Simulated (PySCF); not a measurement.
Species: C₇H₉N.
Cartesian coordinates in Å at the GFN2-xTB level; atoms count from 1:
```
atom  x, y, z in Å
C1     2.9208    1.0824    0.3524
C2     2.0132    0.3175    0.5049
C3     0.8911   -0.5887    0.6416
C4    -0.1594   -0.3569   -0.4562
C5    -1.2621   -1.4078   -0.3736
C6    -0.7472    1.0609   -0.3370
C7    -1.4334    1.2455    0.9152
N8    -1.9729    1.3767    1.9148
H9     3.7290    1.7419    0.2413
H10    0.4324   -0.4464    1.6251
H11    1.2599   -1.6168    0.5820
H12    0.3356   -0.4290   -1.4318
H13   -1.9998   -1.2519   -1.1582
H14   -0.8473   -2.4066   -0.4911
H15   -1.7686   -1.3539    0.5883
H16    0.0577    1.7995   -0.3987
H17   -1.4561    1.2456   -1.1491
```

The closed-shell ground state was solved at several levels (PySCF, density fitting, gas phase, non-relativistic).

| level | basis functions | total energy (Eh) | HOMO (eV) | LUMO (eV) | gap (eV) | dipole (D) |
| --- | --- | --- | --- | --- | --- | --- |
| PBE0/pcSseg-1 | 181 | -326.3955 | -8.05 | 0.56 | 8.61 | 3.82 |
| CAM-B3LYP/def2-SVPD | 232 | -326.4214 | -9.45 | 1.00 | 10.45 | 3.89 |

(1) What might PBE0/def2-SVPD (232 basis functions) give for the same quantities?

(2) Over all these levels, which gives the widest orbital gap and which the narrowest?

(3) How far do the dipole and the HOMO energy spread over the levels?

Results:

(1) Total energy -326.2095 Eh, HOMO -8.07 eV, LUMO 0.27 eV, gap 8.34 eV, dipole 3.87 D.

(2) CAM-B3LYP/def2-SVPD (range-separated hybrid) has the widest, 10.45 eV, and PBE0/def2-SVPD (global hybrid, 25 % exact exchange) the narrowest, 8.34 eV. The two share the basis. From the narrowest to the widest the HOMO moves by -1.38 eV and the LUMO by +0.73 eV.

(3) The dipole runs from 3.82 to 3.89 D (mean 3.86 D) and the HOMO from -9.45 to -8.05 eV.

One conformer stands for the species.
